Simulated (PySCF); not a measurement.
C8H5N5, SMILES C1=CC2=CC=NC3=NC=NC(=N1)N23.

Coordinates come from a PBE-D3(BJ)/def2-SVP optimisation.

All values below come from PySCF with PBE-D3(BJ)/def2-SVP.

Harmonic, unscaled wavenumbers; measured fundamentals usually lie a few per cent lower.

Computed harmonic wavenumbers and intensities:
```
mode  ν (cm⁻¹)  IR (km/mol)  moving atoms (share of kinetic energy)
----  --------  -----------  --------------------------------------
1           94          2.2                  C 47 %, N 42 %, H 12 %
2          120          0.0                          N 66 %, C 28 %
3          200          0.0                  C 46 %, N 43 %, H 11 %
4          238          0.3                  C 46 %, N 37 %, H 17 %
5          434         15.9                  N 50 %, C 29 %, H 21 %
6          451          3.7                  C 56 %, N 33 %, H 11 %
7          465          0.0                  C 53 %, H 26 %, N 21 %
8          468          2.4                          C 61 %, N 37 %
9          473          2.7                  N 47 %, C 30 %, H 22 %
10         496          0.2                          C 56 %, N 40 %
11         515          8.1                          C 48 %, N 46 %
12         574          0.1                          N 58 %, C 39 %
13         653          0.9                          C 61 %, N 34 %
14         692         13.2                  C 67 %, H 21 %, N 12 %
15         737          0.0                          C 74 %, N 23 %
16         758          0.0                          H 82 %, C 17 %
17         774          0.5                          C 61 %, N 32 %
18         816         26.0                          H 63 %, C 33 %
19         826          7.2                   C 62 %, N 29 %, H 9 %
20         837         26.4                          C 64 %, N 35 %
21         848         24.3                          N 56 %, C 37 %
22         958          0.0                          H 67 %, C 33 %
23         963          0.1                          H 67 %, C 31 %
24         973          3.0                          H 64 %, C 34 %
25        1034         18.6                          N 72 %, C 21 %
26        1053          0.9                  C 41 %, N 41 %, H 18 %
27        1071          2.4                  H 44 %, C 34 %, N 22 %
28        1100          2.2                  H 52 %, N 34 %, C 14 %
29        1117         10.3                  C 44 %, H 32 %, N 25 %
30        1180         19.5                   C 54 %, N 38 %, H 9 %
31        1198          0.3                          C 47 %, N 45 %
32        1248          4.2                          H 61 %, C 33 %
33        1264         60.9                  C 43 %, H 40 %, N 17 %
34        1308          9.3                          H 49 %, C 48 %
35        1339         66.9                  C 59 %, N 24 %, H 17 %
36        1390         10.8                  H 55 %, N 29 %, C 16 %
37        1398         13.6                  H 41 %, C 41 %, N 18 %
38        1488          3.2                   C 69 %, H 22 %, N 8 %
39        1510         11.1                          C 59 %, N 36 %
40        1572        117.3                          C 59 %, N 36 %
41        1583          9.8                          C 79 %, N 14 %
42        1642        625.5                          C 85 %, N 12 %
43        1643        853.9                          C 64 %, N 36 %
44        3077         33.0                           H 92 %, C 8 %
45        3082         27.2                           H 92 %, C 8 %
46        3083         14.6                           H 92 %, C 8 %
47        3158          0.0                           H 91 %, C 9 %
48        3161          0.5                           H 91 %, C 9 %
```
